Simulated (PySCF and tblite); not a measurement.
Values are calculated unless marked as measured or tabulated.
C₂H₇F₃SSi₂, numbered as in [CH3:1][SiH2:2][S:3][SiH2:4][C:5]([F:6])([F:7])[F:8]. Search: ETKDG, MMFF94s, GFN2-xTB, 200 starts; geometries at GFN2-xTB. Weights use PBE0-D3(BJ)/def2-SVP (IEF-PCM, tetrahydrofuran) energies plus GFN2-xTB zero-point and thermal terms (modes under about 100 cm⁻¹ blended into free rotors). Symmetry numbers and mirror images are counted. Conformers within 2.5 kcal/mol (GFN2-xTB free energy) were kept, 4 at most. GIAO shieldings: B97-2/pcSseg-1 (IEF-PCM, tetrahydrofuran). Shifts are against TMS (¹H), TMS (¹³C), TMS (²⁹Si) at the same level. Programs: PySCF with density fitting and tblite.

Torsions listed: C1–Si2–S3–Si4, Si2–S3–Si4–C5. Of a mirror pair one member is shown.

| conformer | shape | point group | mirror pair | ΔE(DFT) | Δ(G−E) at 350 K | δ Si2 (ppm) |
| --- | --- | --- | --- | --- | --- | --- |
| 1 | -86°, 40° | C1 | yes | 0.00 | 0.00 | -19.2 |
| 2 | -62°, -36° | C1 | yes | 0.33 | 0.11 | -16.9 |
| 3 | 62°, 176° | C1 | yes | 0.76 | -0.62 | -22.4 |
| 4 | 176°, 26° | C1 | yes | 1.18 | -0.14 | -16.5 |

Energies in kcal/mol; the thermal term leaves out symmetry numbers and mirror images.

(1) Work out the weights at 350 K and the ²⁹Si shift of Si2 under fast exchange.

Unscaled ²⁹Si shifts at such levels can be off by tens of ppm; differences between conformers or isomers are more reliable. For its torsions the set is small; conformers may be missing.

Results:

(1) RT = 0.696 kcal/mol. Each conformer gets RT ln(σ/g), with σ the rotational symmetry number and g = 2 for a mirror pair: 1: σ = 1, g = 2, G = 0.00 + 0.00 − 0.48 = -0.48, 0.00 above the lowest, exp(−ΔG/RT) = 1.000; 2: σ = 1, g = 2, G = 0.33 + 0.11 − 0.48 = -0.04, 0.44 above the lowest, exp(−ΔG/RT) = 0.532; 3: σ = 1, g = 2, G = 0.76 − 0.62 − 0.48 = -0.34, 0.14 above the lowest, exp(−ΔG/RT) = 0.817; 4: σ = 1, g = 2, G = 1.18 − 0.14 − 0.48 = 0.55, 1.04 above the lowest, exp(−ΔG/RT) = 0.226. The sum is 2.574, so the weights are 38.9, 20.6, 31.7, 8.8 %. The averaged shift is -19.5 ppm. At 298.15 K it is -19.5 ppm. At 298.15 K the leading conformer alone gives -19.2 ppm and bare DFT energies give -18.8 ppm.


Conformer gaps in def2-SVP on xTB geometries can be 2 kcal/mol too large for S=O, P=O and other polar bonds.